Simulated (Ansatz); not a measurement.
Cost and result for the atomization energy of `Cl[SiH]1[SiH2][GeH2]1` (9 atoms, 9 bonds).

Z-matrix (Å, degrees):
```
Si
Si 1 2.318
Ge 1 2.371 2 61.7
Cl 1 2.055 2 122.4 3 113.7
H 1 1.483 2 116.8 3 -105.2
H 2 1.485 1 121.9 3 113.8
H 2 1.484 1 116.2 3 -101.6
H 3 1.532 1 118.5 2 -112.1
H 3 1.531 1 120.3 2 101.5
```

Total charge 0; spin multiplicity 1. Correlated methods include outer-core shells of Ge, which these sets cover unevenly. Scalar relativity is left out up to krypton. The structure was optimised at the PBE0-D4/def2-TZVP level. Program: Ansatz. All runs use 4 threads of a server CPU on a shared host. Times are those of one run each, without the atoms' runs, and a repeat can differ threefold. Electronic energies, without spin–orbit coupling; frozen cores. CCSD(T)/CBS adds CCSD(T) − MP2 in def2-TZVPP to the MP2 limit, and its time is that of the two runs behind it. T1 = 0.013. With those shells the extrapolation isn't a true limit. HSE06 is the plane-wave form, built on full-range PBE exchange.

CCSD(T)/CBS is a level of theory with its own doubt, some kJ/mol a heavy atom from the limit and from the frozen cores, so smaller differences don't rank the functionals.

```json
{"level": "PBE0-D4/def2-TZVPP", "functions": "244", "wall time": "7 s", "atomization (kcal/mol)": "588.7", "difference from CCSD(T)/CBS": "-5.6", "per bond": "-0.6"}
{"level": "BHLYP-D4/def2-TZVPP", "functions": "244", "wall time": "7 s", "atomization (kcal/mol)": "578.7", "difference from CCSD(T)/CBS": "-15.6", "per bond": "-1.7"}
{"level": "HSE06-D4/def2-TZVPP", "functions": "244", "wall time": "7.5 s", "atomization (kcal/mol)": "588.8", "difference from CCSD(T)/CBS": "-5.5", "per bond": "-0.6"}
{"level": "CCSD(T)/def2-SVP", "functions": "111", "wall time": "8.5 s", "atomization (kcal/mol)": "541.2", "difference from CCSD(T)/CBS": "-53.1", "per bond": "-5.9"}
{"level": "r2SCAN-D4/def2-TZVPP (with forces)", "functions": "244", "wall time": "10 s", "atomization (kcal/mol)": "597.2", "difference from CCSD(T)/CBS": "2.9", "per bond": "0.3"}
{"level": "B2PLYP/def2-TZVPP", "functions": "244", "wall time": "11 s", "atomization (kcal/mol)": "577.6", "difference from CCSD(T)/CBS": "-16.7", "per bond": "-1.9"}
{"level": "r2SCANh-D4/def2-TZVPP", "functions": "244", "wall time": "12 s", "atomization (kcal/mol)": "594.6", "difference from CCSD(T)/CBS": "0.3", "per bond": "0.0"}
{"level": "ωB97X-V/def2-TZVPP", "functions": "244", "wall time": "16 s", "atomization (kcal/mol)": "599.2", "difference from CCSD(T)/CBS": "4.9", "per bond": "0.5"}
{"level": "B97M-V/def2-TZVPP", "functions": "244", "wall time": "19 s", "atomization (kcal/mol)": "604.6", "difference from CCSD(T)/CBS": "10.3", "per bond": "1.2"}
{"level": "ωB97M-V/def2-TZVPP (with forces)", "functions": "244", "wall time": "24 s", "atomization (kcal/mol)": "589.1", "difference from CCSD(T)/CBS": "-5.2", "per bond": "-0.6"}
{"level": "MP2/def2-QZVPP", "functions": "449", "wall time": "38 s", "atomization (kcal/mol)": "585.5", "difference from CCSD(T)/CBS": "-8.8", "per bond": "-1.0"}
{"level": "CCSD(T)/def2-TZVPP", "functions": "244", "wall time": "3.7 min", "atomization (kcal/mol)": "576.8", "difference from CCSD(T)/CBS": "-17.5", "per bond": "-1.9"}
{"level": "CCSD(T)/CBS(def2)", "functions": "–", "wall time": "4.3 min", "atomization (kcal/mol)": "594.3", "difference from CCSD(T)/CBS": "0.0", "per bond": "0.0"}
```

From r2SCAN to r2SCAN0 (25 % exact exchange), in def2-TZVPP and without D4, the atomization energy moves by −6.5 kcal/mol: exact exchange takes away binding that semilocal exchange gives to molecules. The D4 term adds +10.1 kcal/mol with B3LYP and +5.3 kcal/mol with PBE0; it sums over pairs of atoms, weighted by their polarisabilities, and B3LYP, whose exchange is more repulsive, gets the larger term. In def2-TZVPP, CCSD(T) changes the Hartree–Fock value by +147.6 kcal/mol (the triples alone add +9.3 kcal/mol) and MP2 by +146.1 kcal/mol; breaking electron pairs costs correlation energy, which Hartree–Fock lacks.

B3LYP here is the variant with VWN-RPA as its local correlation; programs differ in this.
